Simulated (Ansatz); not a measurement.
Process, species as SMILES: CCCC(C)=O + H+ -> CCCC(C)=[OH+]
Geometries: B3LYP-D3(BJ)/def2-TZVP minima from Ansatz (a program for electronic structure), one conformer each, not searched for the lowest.
Geometry of the first species:
```xyz
16

C      2.6548     0.6062    -0.4687
C      1.4557    -0.2146    -0.0040
C      0.1343     0.5021    -0.2417
C     -1.0922    -0.2732     0.2023
O     -1.0133    -1.3738     0.6969
C     -2.4267     0.4088    -0.0080
H      2.7104     1.5620     0.0585
H      2.5971     0.8233    -1.5384
H      3.5903     0.0741    -0.2889
H      1.4359    -1.1778    -0.5180
H      1.5479    -0.4486     1.0586
H      0.0080     0.7441    -1.3041
H      0.1191     1.4720     0.2705
H     -2.5676     0.6478    -1.0650
H     -2.4566     1.3550     0.5382
H     -3.2327    -0.2365     0.3333
```
Charge 0, spin multiplicity 1.

Quantity: proton affinity (electronic energy difference), positive where the reaction releases energy, in kcal/mol. Cores are frozen in the correlated levels unless marked. Spin-orbit coupling is left out. No relativistic terms. CBS marks a two-point X^-3 extrapolation of the correlation energy; Hartree-Fock from the larger set.

```tsv
level	program	proton affinity (kcal/mol)
HF/6-31G	Ansatz	205.5
HF/cc-pwCVTZ	Ansatz	211.5
r2SCAN-D3(BJ)/def2-TZVPD	Ansatz + dftd3	207.7
B97M-V/def2-TZVPD	Ansatz	207.4
PBE0-D4/def2-TZVPD	Ansatz + dftd4	207.2
r2SCANh/def2-TZVPD	Ansatz	207.6
LC-wPBE/def2-TZVPD	Ansatz	206.9
CCSD/cc-pVDZ	Ansatz	206.7
CCSD(T)/cc-pwCVTZ	Ansatz	205.6
CCSD(T)/CBS(cc-pVTZ,cc-pVQZ)	Ansatz	204.3
```
